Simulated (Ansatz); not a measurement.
BH₈PSiSn (`B[P]([SiH3])[SnH3]`), relaxed with RKS PBE0-D4/def2-TZVP in Ansatz from a PBE-D4/def2-SVP geometry. The force threshold is 0.005 eV/Å; the program also tests the step.

Charge 0, multiplicity 1. Sn: def2 effective core potential.

Start:

```xyz
12

B    -1.462    0.604   -1.333
P    -0.620   -0.634   -0.235
Si   -0.765    0.153    1.874
Sn    1.815   -0.713   -0.888
H    -1.131    0.702   -2.499
H    -2.429    1.209   -0.910
H    -0.290   -0.907    2.828
H     0.060    1.392    2.098
H    -2.214    0.459    2.131
H     2.420    0.860   -1.262
H     2.675   -1.374    0.456
H     1.942   -1.750   -2.261
```

(1) By how much does the energy fall, and how many steps does the optimiser take? (Estimate.)

(2) Which bonds change most? (Estimate.)

(3) Give the relaxed structure. (Best estimate.)

Answers

(1) Ansatz gave: 0.05 eV, in 31 steps, 2 of them rejected.

(2) Computed: P2–Sn4 from 2.522 to 2.484 Å; P2–Si3 from 2.256 to 2.233 Å; Sn4–H12 from 1.725 to 1.702 Å; Sn4–H11 from 1.727 to 1.706 Å.

(3) Ansatz gave: 
```xyz
12

B    -1.464    0.368   -1.330
P    -0.592   -0.734   -0.126
Si   -0.743    0.314    1.841
Sn    1.791   -0.721   -0.828
H    -1.142    0.359   -2.481
H    -2.418    0.993   -0.973
H    -0.229   -0.579    2.911
H     0.039    1.578    1.875
H    -2.180    0.606    2.074
H     2.524    0.766   -0.425
H     2.607   -1.986   -0.026
H     1.806   -0.967   -2.512
```
